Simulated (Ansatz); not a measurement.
Reaction (redistribution): `[CH3][Al]([CH3])[SeH]` + `[NH2][GeH2][OH]` → `[OH][GeH2][SeH]` + `[CH3][Al]([CH3])[NH2]`

Computed with Ansatz on PBE0-D4/def2-TZVP structures; ΔE is electronic, products minus reactants. CCSD(T)/CBS is the MP2 limit (def2-TZVPP, def2-QZVPP) plus CCSD(T) − MP2 in def2-TZVPP, frozen cores. DFT in def2-TZVPP. For Ge, Se outer-core shells are correlated without core-valence functions, which leaves a few kJ/mol of doubt a bond. Scalar relativity is left out up to krypton. One conformer a species, not always the lowest.

`[CH3][Al]([CH3])[SeH]`:

Z-matrix (Å, degrees):
```
C
Al 1 1.950
H 1 1.092 2 113.1
H 1 1.096 2 110.2 3 120.4
H 1 1.094 2 111.0 3 -121.7
C 2 1.949 1 123.9 3 167.3
Se 2 2.330 1 119.9 3 -13.1
H 6 1.095 2 110.9 1 54.5
H 6 1.092 2 112.8 1 175.7
H 6 1.095 2 110.6 1 -63.6
H 7 1.469 2 92.9 1 0.7
```

`[NH2][GeH2][OH]`:

Z-matrix (Å, degrees):
```
Ge
O 1 1.780
N 1 1.819 2 104.8
H 1 1.538 2 111.2 3 -115.1
H 1 1.549 2 106.5 3 123.0
H 2 0.959 1 112.2 3 -147.4
H 3 1.009 1 115.8 2 -150.0
H 3 1.009 1 117.0 2 77.3
```

`[OH][GeH2][SeH]`:

Cartesian coordinates in Å:
```
O -1.510 0.283 -0.493
Ge -0.122 -0.568 0.218
Se 1.882 0.585 -0.214
H -1.347 0.544 -1.403
H -0.452 -0.627 1.711
H 0.073 -1.951 -0.427
H 1.475 1.732 0.608
```

`[CH3][Al]([CH3])[NH2]`:

Cartesian coordinates in Å:
```
C 0.984 -1.583 0.234
Al 0.096 0.145 0.029
C -1.796 0.339 -0.416
N 1.060 1.619 0.248
H 2.057 -1.489 0.418
H 0.556 -2.148 1.070
H 0.853 -2.206 -0.657
H -1.948 0.290 -1.500
H -2.208 1.294 -0.079
H -2.403 -0.459 0.020
H 0.705 2.558 0.173
H 2.044 1.639 0.460
```

| level | ΔE (kJ/mol) | difference from CCSD(T)/CBS |
| --- | --- | --- |
| LDA (SPW92) | -26.5 | -6.4 |
| BLYP-D4 | -32.9 | -12.8 |
| r2SCANh-D4 | -24.9 | -4.8 |
| r2SCAN0-D4 | -23.5 | -3.4 |
| BHLYP-D4 | -25.5 | -5.4 |
| ωB97M-V | -25.1 | -5.0 |
| PBE-QIDH | -19.8 | 0.3 |
| r2SCAN | -26.1 | -6.0 |
| PBE0 | -23.3 | -3.2 |
| r2SCAN0 | -23.6 | -3.5 |
| MP2/def2-TZVPP | -20.5 | -0.4 |
| SCS-MP2/def2-TZVPP | -20.8 | -0.7 |
| CCSD/def2-TZVPP | -20.5 | -0.4 |
| HF/def2-QZVPP | -18.9 | 1.2 |
| SCS-MP2/def2-QZVPP | -20.6 | -0.5 |
| HF/CBS(def2) | -19.0 | 1.1 |
| CCSD(T)/CBS | -20.1 | 0 |

Largest T1 diagnostic among the species: 0.011.

From PBE to PBE0 (25 % exact exchange), in def2-TZVPP and without D4, ΔE moves by +3.7 kJ/mol. Leaving LDA and LC-ωPBE aside and taking each functional with its dispersion term where it has one, the values spread over 13.1 kJ/mol, from BLYP-D4 to PBE-QIDH.
